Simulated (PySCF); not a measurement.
Species: C6H4NS (doublet state).
SMILES with atom numbers: `[H]/[N:8]=[CH:7]/[CH:6]=[C:5]\[C:3]([C:2]#[CH:1])=[S:4]` (hydrogens: H9 on C1; H10 on C6; H11 on C7; H12 on N8)

Level of theory: PySCF 2.14.0, UKS B3LYP, pcH-1 on C H N S, non-relativistic, mean-field spin-orbit, GIAO. Isolated species at its GFN2-xTB geometry (one conformer only). Couplings are sensitive to structure, and on GFN2-xTB geometries they can be far from those on DFT ones, by a factor of two or more for some ions and for spin on atoms past the first row.

Output of the driver script. Atoms in this output count from 0.

```
UKS, coarse grid
  cycle   1  E = -683.75298650  |g| = 3.90e-01
  cycle   2  E = -683.55346774  |g| = 7.47e-01
  cycle   3  E = -683.81908467  |g| = 1.45e-01
  cycle   4  E = -683.82862560  |g| = 7.55e-02
  cycle   5  E = -683.83107170  |g| = 3.55e-02
  cycle   6  E = -683.83168399  |g| = 9.99e-03
  cycle   7  E = -683.83175626  |g| = 5.54e-03
  cycle   8  E = -683.83178274  |g| = 2.01e-03
  cycle   9  E = -683.83179021  |g| = 1.26e-03
  cycle  10  E = -683.83179102  |g| = 5.33e-04
UKS, final grid
  cycle   1  E = -683.83179151  |g| = 6.86e-04
  cycle   2  E = -683.83179109  |g| = 1.31e-03
  cycle   3  E = -683.83179205  |g| = 2.21e-04
  cycle   4  E = -683.83179212  |g| = 2.12e-04
  cycle   5  E = -683.83179223  |g| = 1.17e-04
  cycle   6  E = -683.83179224  |g| = 3.16e-05
  cycle   7  E = -683.83179224  |g| = 1.68e-05
E = -683.83179224 Eh   <S^2> = 0.7685 (exact 0.7500)
g shifts (ppm)      1          2          3
  rmc          -209       -209       -209
  gc             -8         47         43
  oz_so        -111      12094     160198
  total        -328      11934     160033
hyperfine (MHz)  atom isotope    a_iso     a_fc   dipolar eigenvalues
    0   13C      -3.52      -3.52     -5.09      1.17      3.93
    1   13C       5.31       5.31     -1.53     -0.14      1.67
    2   13C     -31.36     -31.36    -10.26      3.71      6.55
    3   33S      13.33      13.33    -70.94    -69.40    140.34
    4   13C      30.04      30.04    -34.12    -24.23     58.35
    5   13C     -22.35     -22.35     -7.01      2.53      4.48
    6   13C      38.23      38.23     -3.01     -0.87      3.88
    7   14N       0.39       0.39     -1.62      0.62      1.01
    8    1H       2.98       2.98     -0.43     -0.33      0.76
    9    1H      68.98      68.98     -2.44     -1.74      4.18
   10    1H      -0.34      -0.34     -2.36     -0.76      3.12
   11    1H       4.20       4.20     -0.75     -0.48      1.23
```

Task: Find the weak point of this converged calculation.

Result: The largest g shift is +0.160, past the limit of 0.03 at which the run flags a species of elements up to argon. The orbital-Zeeman/spin–orbit term is second order, a sum of spin–orbit matrix elements over excitation energies, so it grows and becomes less reliable as an excited state comes close; a shift this large should be checked with a method that treats spin–orbit coupling variationally or among several states. The contact and dipolar couplings don't rest on that expansion, but they belong to the state that the SCF found, and a close-lying state with the spin in another orbital would have other couplings; no stability test was run. The run left out the spin–orbit part of the hyperfine coupling.

Task: Where is the spin in this solution (atoms counted from 1)?

Result: The Mulliken spin populations are largest on S4 (+0.78), C5 (+0.39), C3 (-0.13) and C6 (-0.07). The unrestricted determinant has ⟨S²⟩ = 0.7685 (exact 0.7500), 2.5 % above the value of a pure doublet state. The SMILES `[H]/N=C/C=[C]\C(=S)C#C` draws the unpaired electron on C5, whose computed spin population is only +0.39.

Task: Average a_iso over equivalent nuclei, turn it into first-order splittings with g = 2.0023, and give the multiplets for abundant isotopes (0.05 mT or more).

Result: 
```json
{"nuclei (from 1)": "H10", "isotope": "1H", "I": "1/2", "position": "4 bonds from S4", "a_iso (MHz)": "69.0", "|a| (mT)": "2.46", "splits into": "1:1 doublet"}
{"nuclei (from 1)": "H12", "isotope": "1H", "I": "1/2", "position": "6 bonds from S4", "a_iso (MHz)": "4.2", "|a| (mT)": "0.15", "splits into": "1:1 doublet"}
{"nuclei (from 1)": "H9", "isotope": "1H", "I": "1/2", "position": "4 bonds from S4", "a_iso (MHz)": "3.0", "|a| (mT)": "0.11", "splits into": "1:1 doublet"}
```

On Arm Neoverse V1, one thread, no GPU (shared host), this took 59 s wall (grids of density and orbitals included) and 0.93 GiB of memory at its peak.
